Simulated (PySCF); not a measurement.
Compound: C₄H₄F₃O₂ (doublet state).
SMILES with atom numbers: `[CH3:1][C:2](=[O:3])[CH:4][O:5][C:6]([F:7])([F:8])[F:9]` (hydrogens: H10, H11, H12 on C1; H13 on C4)

Cartesian coordinates in Å at the GFN2-xTB level; atoms count from 1:
```xyz
13
C4H4F3O2 angstrom
C     -2.201   -0.087   -0.277
C     -0.692   -0.142   -0.362
O     -0.096   -0.519   -1.364
C     -0.036    0.290    0.833
O      1.303    0.359    1.061
C      2.222    0.009    0.140
F      2.196    0.759   -0.955
F      2.168   -1.269   -0.213
F      3.415    0.200    0.707
H     -2.555   -0.713    0.538
H     -2.621   -0.439   -1.214
H     -2.529    0.934   -0.095
H     -0.578    0.620    1.705
```

The hyperfine couplings belong to this conformer and change with its torsions.

The calculation used UKS B3LYP, pcH-1 on C F H O, non-relativistic, mean-field spin-orbit, GIAO in PySCF 2.14.0. The structure is a single GFN2-xTB conformer in the gas phase; no vibrational or solvent corrections. The geometry wasn't refined by DFT: couplings that depend on bond lengths, twists or pyramidal angles can differ widely from those at the functional's own minimum. No stability test was run, so a lower SCF solution isn't excluded.

Principal values of hyperfine tensors in MHz (contact and dipolar terms together), for some of the nuclei:

```tsv
atom	isotope	A1	A2	A3	alike by the symmetry of this geometry
C4	13C	3.63	5.85	194.04	none
H13	1H	-81.22	-54.34	-20.49	none
C2	13C	-44.40	-33.19	-26.66	none
O3	17O	-106.55	25.32	25.82	none
F7	19F	5.66	9.58	35.21	F8
H12	1H	1.83	3.16	9.73	H10
C6	13C	-5.86	-4.66	-2.94	none
C1	13C	-5.02	-3.26	-3.03	none
```

Q: Give the isotropic coupling of each nucleus in MHz and in mT (g = 2.0049), and the anisotropic part.

A: a_iso = (A1 + A2 + A3)/3, Ti = Ai − a_iso; 1 mT corresponds to 28.060 MHz.

```tsv
atom	a_iso (MHz)	a_iso (mT)	T1	T2	T3
C4	67.84	2.418	-64.21	-61.99	126.20
H13	-52.01	-1.854	-29.20	-2.33	31.53
C2	-34.75	-1.238	-9.66	1.56	8.09
O3	-18.47	-0.658	-88.08	43.79	44.29
F7	16.82	0.599	-11.16	-7.24	18.39
H12	4.91	0.175	-3.07	-1.75	4.82
C6	-4.49	-0.160	-1.37	-0.18	1.55
C1	-3.77	-0.134	-1.25	0.51	0.74
```

Q: What spin density at the nucleus of H13 lies behind its contact coupling (g_N = 5.58569)?

A: a_FC = 800.24 MHz bohr³ × g_N × ρ(0)/(2S). With a_FC = -52.01 MHz and 2S = 1, ρ(0) = -0.01164 bohr⁻³. In magnitude that is 3.7 % of the 1/π = 0.318 of a free hydrogen atom.

Q: O5 (17O, g_N = -0.75752) isn't in the table. Its spin density at the nucleus is 0.02621 bohr⁻³. What is its contact coupling?

A: By the same relation, a_FC = -15.89 MHz. Its full tensor has the principal values -65.31, 7.98, 9.67 MHz.

Q: Which nucleus of the table has the largest anisotropic coupling, and what is its form?

A: C4: -64.2, -62.0, 126.2 MHz, axial, in the ratio −1:−1:+2, the form that spin in one p orbital centred on that nucleus gives.

Q: In a single crystal, with the field along each principal axis of the tensor of C4 in turn, what first-order splitting does this nucleus give (isotropic g, quadrupole terms neglected)?

A: 2 lines (I = 1/2), spaced by |A_i|/(g × 13.996): 0.13, 0.21, 6.92 mT along the axes of A1, A2 and A3.

On Arm Neoverse V2, one thread, no GPU (shared host), this took 59 s (grids of density and orbitals included) and 0.97 GiB of memory at its peak.
